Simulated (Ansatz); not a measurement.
CH7BO2SiTe, SMILES `C[SiH2][Te]B(O)O`. Charge 0, multiplicity 1. Te: def2 effective core potential. The geometry is a stationary point of PBE0-D4/def2-TZVP. It is one conformer, not always the lowest.

```xyz
13

C    -1.457   -1.987    1.360
Si   -0.410   -0.494    0.949
Te   -0.163   -0.408   -1.540
B     1.066    1.400   -1.476
O     1.344    1.946   -0.268
O     1.556    1.988   -2.602
H    -0.983   -2.906    1.009
H    -2.444   -1.911    0.898
H    -1.591   -2.063    2.442
H     0.933   -0.605    1.571
H    -1.062    0.754    1.420
H     1.890    2.737   -0.343
H     1.321    1.549   -3.421
```

Task: What is the dipole moment at ωB97M-V/def2-TZVPP? (An estimate is asked.)

Result: Computed: 0.48 D, with components (0.26, 0.36, -0.20) D in this frame, pointing from negative to positive charge.

Task: And with PBE, r2SCAN, B3LYP? (Estimate.)

Result: Ansatz gave: PBE 0.46 D, r2SCAN 0.46 D, B3LYP 0.44 D.

Task: Give the Mulliken charges with ωB97M-V, r2SCAN, PBE in def2-TZVPP. (Estimate.)

Result: The calculation gave: 
| atom | ωB97M-V | r2SCAN | PBE |
| --- | --- | --- | --- |
| C1 | -0.45 | -0.31 | -0.38 |
| Si2 | 0.19 | 0.29 | 0.20 |
| Te3 | -0.12 | -0.13 | -0.12 |
| B4 | 0.20 | 0.25 | 0.15 |
| O5 | -0.26 | -0.31 | -0.24 |
| O6 | -0.27 | -0.32 | -0.25 |
| H7 | 0.13 | 0.08 | 0.12 |
| H8 | 0.13 | 0.08 | 0.12 |
| H9 | 0.12 | 0.08 | 0.11 |
| H10 | -0.02 | -0.07 | -0.05 |
| H11 | -0.02 | -0.07 | -0.05 |
| H12 | 0.17 | 0.20 | 0.19 |
| H13 | 0.20 | 0.23 | 0.21 |

B3LYP here is the variant with VWN-RPA as its local correlation; programs differ in this.
